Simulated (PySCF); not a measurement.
**EPR parameters of C3H9FNSi2**

Species: C3H9FNSi2 (doublet state).
SMILES with atom numbers: `[F:1][C@@H:2]1[CH:3][C@@H:4]1[SiH2:5][NH:6][SiH3:7]` (hydrogens: H8 on C2; H9 on C3; H10 on C4; H11, H12 on Si5; H13 on N6; H14, H15, H16 on Si7)

Structure used (GFN2-xTB), in Å, numbered top down from 1:
```
atom  x, y, z in Å
F1    -2.5984   -1.8931    0.3468
C2    -2.7622   -0.5224    0.2407
C3    -2.4017    0.1598   -0.9862
C4    -1.5135    0.3241    0.1543
Si5    0.1720   -0.5634    0.1774
N6     1.3332    0.6667   -0.1600
Si7    3.0529    0.5766    0.0477
H8    -3.6102   -0.2300    0.8491
H9    -2.2218   -0.2138   -1.9705
H10   -1.5379    1.2507    0.7163
H11    0.1943   -1.6260   -0.8299
H12    0.4020   -1.0955    1.5218
H13    0.9874    1.4957   -0.6138
H14    3.5992    1.7209   -0.6805
H15    3.3719    0.6541    1.4750
H16    3.5251   -0.6957   -0.4972
```

The hyperfine couplings belong to this conformer and change with its torsions.

Computed, not measured: PySCF, UKS B3LYP, pcH-1 on C F H N Si, non-relativistic, mean-field spin-orbit, GIAO. Isolated species at its GFN2-xTB geometry (one conformer only). GFN2-xTB frequencies show an imaginary mode (49i cm⁻¹), so this geometry is no minimum at that level. The geometry wasn't refined by DFT: couplings that depend on bond lengths, twists or pyramidal angles can differ widely from those at the functional's own minimum. No stability test was run, so a lower SCF solution isn't excluded.

```json
{
  "g1, g2, g3": "2.00208, 2.00248, 2.00329",
  "g_iso": "2.00261",
  "Form of g": "rhombic: the two nearest values differ by 33 % of g3 − g1",
  "⟨S²⟩": "0.7533 (exact 0.7500)",
  "α and β electrons": "36, 35"
}
```

Isotropic coupling and dipolar principal values T1 to T3, in G (MHz turned into gauss with g_iso; 10 G = 1 mT):

| atom | isotope | a_iso | of which spin–orbit | T1 | T2 | T3 | Mulliken spin population |
| --- | --- | --- | --- | --- | --- | --- | --- |
| F1 | 19F | 17.8 | 0.1 | -22.3 | -16.4 | 38.6 | 0.02 |
| C2 | 13C | -1.5 | 0.0 | -1.4 | 0.5 | 1.0 | -0.03 |
| C3 | 13C | 90.8 | 0.0 | -26.2 | -25.0 | 51.2 | 0.93 |
| C4 | 13C | -8.7 | 0.0 | -3.0 | -1.1 | 4.2 | -0.02 |
| Si5 | 29Si | -21.4 | 0.0 | -4.8 | 2.2 | 2.6 | 0.04 |
| N6 | 14N | -0.1 | 0.0 | -0.1 | 0.0 | 0.1 | 0.00 |
| Si7 | 29Si | -0.3 | 0.0 | -0.1 | 0.0 | 0.0 | 0.00 |
| H8 | 1H | 16.5 | 0.0 | -2.1 | -1.0 | 3.2 | 0.02 |
| H9 | 1H | -6.4 | 0.0 | -11.7 | -1.4 | 13.1 | -0.02 |
| H10 | 1H | 44.2 | 0.0 | -2.4 | -1.7 | 4.1 | 0.05 |
| H11 | 1H | -0.8 | 0.0 | -0.9 | -0.6 | 1.5 | 0.00 |
| H12 | 1H | 7.8 | 0.0 | -0.6 | -0.3 | 0.9 | 0.01 |
| H13 | 1H | 0.1 | 0.0 | -0.5 | -0.5 | 1.0 | 0.00 |
| H14 | 1H | 0.2 | 0.0 | -0.1 | -0.1 | 0.2 | 0.00 |
| H15 | 1H | 0.0 | 0.0 | -0.1 | -0.1 | 0.3 | 0.00 |
| H16 | 1H | 0.0 | 0.0 | -0.1 | -0.1 | 0.3 | 0.00 |

The largest Mulliken spin population is on C3 (+0.93). The angles at C3 add up to 325.0°, so it is pyramidal.

Under fast tumbling the dipolar parts average out, and these isotropic splittings remain: 1 × 1H (H10, I = 1/2, 2 lines) with 4.42 mT, 1 × 19F (F1, I = 1/2, 2 lines) with 1.78 mT, 1 × 1H (H8, I = 1/2, 2 lines) with 1.65 mT, 1 × 1H (H12, I = 1/2, 2 lines) with 0.78 mT, 1 × 1H (H9, I = 1/2, 2 lines) with 0.64 mT and 1 × 1H (H11, I = 1/2, 2 lines) with 0.08 mT.

The 13C coupling of C3 (254.6 MHz) shows only in satellite lines or after enrichment, since that isotope makes up about 1.07 % of natural carbon.

The 29Si coupling of Si5 (-59.9 MHz) shows only in satellite lines or after enrichment, since that isotope makes up about 4.7 % of natural silicon.
